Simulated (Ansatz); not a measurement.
CH8BClSi2, SMILES `[SiH3]C([SiH3])BCl`. The species carries charge 0 and has multiplicity 1. All single points use the PBE0-D4/def2-TZVP geometry. It is one conformer, not always the lowest.

```xyz
13

Si   -1.508    0.710   -0.215
C     0.121    0.119    0.530
Si    1.458    0.257   -0.793
B    -0.015   -1.342    0.972
Cl    0.238   -1.825    2.638
H    -1.858   -0.128   -1.390
H    -2.601    0.621    0.787
H    -1.369    2.125   -0.649
H     0.385    0.786    1.358
H     1.592    1.676   -1.215
H     2.765   -0.211   -0.263
H     1.089   -0.570   -1.971
H    -0.298   -2.218    0.211
```

**Question.** What is the dipole moment at PBE/def2-TZVPP? (Estimate.)

**Answer.** Ansatz gave: 1.06 D, with components (0.06, 0.95, -0.45) D in this frame, pointing from negative to positive charge.

**Question.** And with r2SCAN, B3LYP, ωB97M-V? (An estimate is asked.)

**Answer.** Ansatz gave: r2SCAN 1.11 D, B3LYP 1.09 D, ωB97M-V 1.07 D.

**Question.** Give the Mulliken charges with PBE, r2SCAN, ωB97M-V in def2-TZVPP. (Best estimate.)

**Answer.** The calculation gave: 
| atom | PBE | r2SCAN | ωB97M-V |
| --- | --- | --- | --- |
| Si1 | 0.14 | 0.23 | 0.13 |
| C2 | -0.04 | -0.14 | -0.23 |
| Si3 | 0.14 | 0.23 | 0.13 |
| B4 | 0.00 | 0.06 | -0.07 |
| Cl5 | -0.12 | -0.14 | -0.11 |
| H6 | -0.04 | -0.05 | -0.01 |
| H7 | -0.04 | -0.06 | -0.01 |
| H8 | -0.04 | -0.06 | -0.01 |
| H9 | 0.09 | 0.08 | 0.12 |
| H10 | -0.04 | -0.06 | -0.01 |
| H11 | -0.04 | -0.06 | -0.01 |
| H12 | -0.04 | -0.05 | -0.01 |
| H13 | 0.03 | 0.02 | 0.10 |

B3LYP here is the variant with VWN-RPA as its local correlation; programs differ in this.
